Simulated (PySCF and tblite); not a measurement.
Results of a calculation; reference values are marked as such.
System: C3H6BFS, numbered as in [CH3:1][S:2]/[CH:3]=[CH:4]\[BH:5][F:6].

Geometries: PBE0-D3(BJ)/def2-SVP; energies: PBE0/pcSseg-1 + D3(BJ); zero-point and thermal terms from GFN2-xTB harmonic modes (soft modes blended into free rotors). Rates follow Eyring's equation with the number of equivalent paths and no tunnelling. Run with tblite and PySCF.

(1) How high is the barrier to the rotation about the B5–C4 bond (torsion F6–B5–C4–C3 from 180° to 360°, rising), through which structure does it pass, and what rate follows at 298 K?

## Answers

(1) The electronic barrier is 7.7 kcal/mol and ΔG‡(298 K) 7.4 kcal/mol, over a C1 saddle with an imaginary mode of 135i cm⁻¹ (GFN2-xTB). With 2 equivalent paths, k is 4.3×10⁷ s⁻¹, a mean lifetime of the start of 23 ns against this motion. The end lies 0.3 kcal/mol above the start in free energy.
